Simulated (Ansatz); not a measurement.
`OC(O)(O)[SiH2]F` → `OC(O)(O)F` + `[SiH2]`  (silylene formation by 1,1-elimination)

Program: Ansatz. Geometries: PBE0-D4/def2-TZVP. ΔE: electronic, gas phase. CCSD(T)/CBS adds triple-zeta CCSD(T) − MP2 to the extrapolated MP2 energy (def2 sets, frozen cores). This one scheme is used for every species. Functionals use def2-TZVPP. One conformer a species, not always the lowest.

```csv
level,ΔE (kcal/mol),difference from CCSD(T)/CBS
PBE-D4,84.4,-1.9
r2SCAN-D4,88.0,1.7
ωB97M-V,82.9,-3.4
PBE,82.3,-4.0
PBE0,83.0,-3.3
HF/def2-TZVPP,77.1,-9.2
CCSD/def2-TZVPP,81.4,-4.9
MP2/def2-QZVPP,91.5,5.2
MP2/CBS(def2),92.8,6.5
CCSD/CBS(def2),85.2,-1.1
CCSD(T)/CBS,86.3,0
```

Largest T1 diagnostic among the species: 0.014.

The D4 term adds +3.4 kcal/mol with B3LYP and +1.8 kcal/mol with PBE0; it sums over pairs of atoms, weighted by their polarisabilities, and B3LYP, whose exchange is more repulsive, gets the larger term. From PBE to PBE0 (25 % exact exchange), in def2-TZVPP and without D4, ΔE moves by +0.7 kcal/mol. In def2-TZVPP, CCSD(T) changes the Hartree–Fock value by +5.5 kcal/mol (the triples alone add +1.1 kcal/mol) and MP2 by +12.0 kcal/mol.

B3LYP here is the variant with VWN-RPA as its local correlation; programs differ in this.
